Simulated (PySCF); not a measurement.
Species, as SMILES: [C](F)F (closed-shell singlet).
Geometry (B3LYP-D3(BJ)/def2-TZVP, fixed):
```xyz
3

F     -1.0201    -0.2528     0.0305
C     -0.0313     0.5961     0.0011
F      1.0410    -0.1446    -0.0312
```
Charge 0, spin multiplicity 1.

Basis-set convergence of the mean static polarisability at HF with PySCF. All functions are spherical. Density fitting with generated auxiliary sets. No added dispersion term, no relativity. Reference: the value in d-aug-cc-pVTZ, 14.70 bohr³, itself unsure by roughly 0.3 % (its mean distance from aug-pcseg-3, aug-cc-pVQZ, aug-pcseg-2).

```
basis              functions  mean static polarisability (bohr³)
-----------------  ---------  ----------------------------------
STO-3G                    15                                 [?]
3-21G                     27                                8.45
cc-pVDZ                   42                               10.40
def2-SVP                  42                               10.65
6-311G**                  54                                 [?]
def2-SVPD                 66                               14.33
aug-cc-pVDZ               69                                 [?]
Sadlej pVTZ               72                               14.58
6-311++G(2d,2p)           81                               13.53
def2-TZVPP                93                               13.14
6-311++G(3df,3pd)        117                               14.34
jun-cc-pV(T+d)Z          117                               14.60
aug-pcseg-2              138                               14.62
cc-pVQZ                  165                               13.54
def2-QZVPP               171                                 [?]
pcseg-3                  180                               14.32
def2-QZVPPD              195                               14.66
aug-pcseg-3              255                               14.68
```

Problem. Fill in the missing entries.

Solution. 
- STO-3G, mean static polarisability (bohr³): 5.28
- 6-311G**, mean static polarisability (bohr³): 10.86
- aug-cc-pVDZ, mean static polarisability (bohr³): 14.29
- def2-QZVPP, mean static polarisability (bohr³): 13.84
